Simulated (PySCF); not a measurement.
## Krypton: a sound run and one with changed settings

Sound run: Kr²⁺ [Ar] 3d10 4s2 4p4, Kr³⁺ [Ar] 3d10 4s2 4p3. All numbers are calculated (PySCF 2.14, scalar relativity by spin-free X2C-1e, in jorge-DZP-DKH (8s6p2d1f, 43 functions)). The sound run starts from symmetry-adapted Hartree-Fock orbitals and uses a fine grid where one is needed.

A second run was set up differently.

| species | method | sound run (hartree) | changed run (hartree) | converged |
| --- | --- | --- | --- | --- |
| Kr²⁺ | UHF | -2786.66918 | -2786.66918 | yes |
| Kr²⁺ | BP86 | -2788.78553 | -2793.68746 | yes |
| Kr²⁺ | LDA | -2784.55662 | -2789.32516 | yes |
| Kr³⁺ | UHF | -2785.41428 | -2785.41428 | yes |
| Kr³⁺ | BP86 | -2787.47723 | -2792.33852 | yes |
| Kr³⁺ | LDA | -2783.24363 | -2787.97193 | yes |

Ionisation energy of Kr²⁺:

| method | sound run (eV) | changed run (eV) |
| --- | --- | --- |
| UHF | 34.148 | 34.148 |
| BP86 | 35.601 | 36.707 |
| LDA | 35.728 | 36.823 |

(1) What was changed?
A. a valence shell is frozen
B. level shift left on
C. minimal basis
D. angular grid far too coarse

Answers

(1) D. It used 6 angular points. A coarse angular grid integrates products of high-l functions wrongly, so density functionals can shift, and the SCF can exploit the error; Hartree-Fock and MP2 need no grid.
